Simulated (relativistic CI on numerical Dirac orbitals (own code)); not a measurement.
# Radial parameters of I34+

Calculated at this level of theory: Dirac-Coulomb-Breit CI, separate exchange-only KLI orbitals for each configuration, QED by a radiative potential, unscaled Slater integrals (own radial code, finite nucleus).

Slater integrals F^k, G^k are unscaled and averaged over j, outside the closed core [Ne]; ζ comes from projecting the Hamiltonian with its Breit term on Σ l·s of the shell.

- 3s²3p⁶3d: ζ(3d) = 49426 cm⁻¹; <r>(3d) = 0.2508, <r^2>(3d) = 0.07284 (bohr units).
- 3s²3p⁵3d²: ζ(3p) = 369760, F^2(3d,3d) = 407090, F^4(3d,3d) = 263030, F^2(3p,3d) = 352310, G^1(3p,3d) = 375320, G^3(3p,3d) = 250960, ζ(3d) = 48818 cm⁻¹; <r>(3p) = 0.2822, <r^2>(3p) = 0.09194, <r>(3d) = 0.2512, <r^2>(3d) = 0.07312 (bohr units).
- 3s3p⁶3d²: F^2(3d,3d) = 406690, F^4(3d,3d) = 262770, G^2(3s,3d) = 282050, ζ(3d) = 49125 cm⁻¹; <r>(3s) = 0.2896, <r^2>(3s) = 0.09553, <r>(3d) = 0.2515, <r^2>(3d) = 0.07325 (bohr units).

Task: Give the Racah parameters of the d shell in 3s²3p⁵3d².

Result: B = F²/49 − 5F⁴/441 = 5326 cm⁻¹ and C = 35F⁴/441 = 20876 cm⁻¹.

Averages of the first 10 configurations, taken without configuration mixing, which lowers the lowest level and can move excited configurations by several eV; other configurations of the list can lie among them:

| Configuration | Parity | States | Average energy above the lowest level (eV) |
| --- | --- | --- | --- |
| 3s²3p⁶3d | even | 10 | 9.7 |
| 3s²3p⁵3d² | odd | 270 | 216.6 |
| 3s3p⁶3d² | even | 90 | 395.8 |
| 3s²3p⁶4s | even | 2 | 886.8 |
| 3s²3p⁶4p | odd | 6 | 952.6 |
| 3s²3p⁶4d | even | 10 | 1036.3 |
| 3s²3p⁵3d4s | odd | 120 | 1086.4 |
| 3s²3p⁶4f | odd | 14 | 1104.4 |
| 3s²3p⁵3d4p | even | 360 | 1152.4 |
| 3p⁶3d³ | even | 120 | 789.5 |
